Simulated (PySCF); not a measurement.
## Spin states and ions at one geometry of [TaH6]−

PySCF 2.14.0, RKS r2SCAN, Ta def2-SVP with ECP60, H def2-SVP; non-relativistic Hamiltonian with scalar-relativistic core potentials where named; density fitting; no spin-orbit coupling; singlets restricted, open shells unrestricted. The geometry is relaxed for charge -1, singlet, vacuum:

```xyz
7

Ta    0.0000    0.0000    0.0997
H     1.6771    0.0000    0.8472
H    -0.8386    1.4524    0.8472
H    -0.8386   -1.4524    0.8472
H     1.1662    0.0000   -1.2492
H    -0.5831    1.0100   -1.2492
H    -0.5831   -1.0100   -1.2492
```

Energies count from the relaxed state; an electron taken off or put on is at rest in vacuum. Charges and spins are Mulliken's.

```csv
state,energy (eV),spin squared,charge on Ta1 (e),spin on Ta1 (e),dipole about the centre of mass (D)
"charge -1, singlet, vacuum",0.00,0.00,0.41,0.00,2.07
"charge 0, doublet, vacuum",4.25,0.76,0.79,-0.04,1.26
```

Problem. What does the state charge -1, triplet, vacuum give?

Solution. energy (eV) 3.43, spin squared 2.02, charge on Ta1 (e) 0.18, spin on Ta1 (e) 1.45, dipole about the centre of mass (D) 1.22.

With an electron taken off (doublet) the charges change, summed by element, by Ta +0.37 e, H +0.63 e. The vertical ionisation energy is 4.25 eV, against −ε(HOMO) = 1.47 eV of the relaxed state. The level lies 2.8 eV too high, as is usual for semilocal functionals and global hybrids, which keep a self-interaction error.

Open shells may have lower solutions than those found.

No frequency check is given that shows the relaxed geometry to be a minimum.
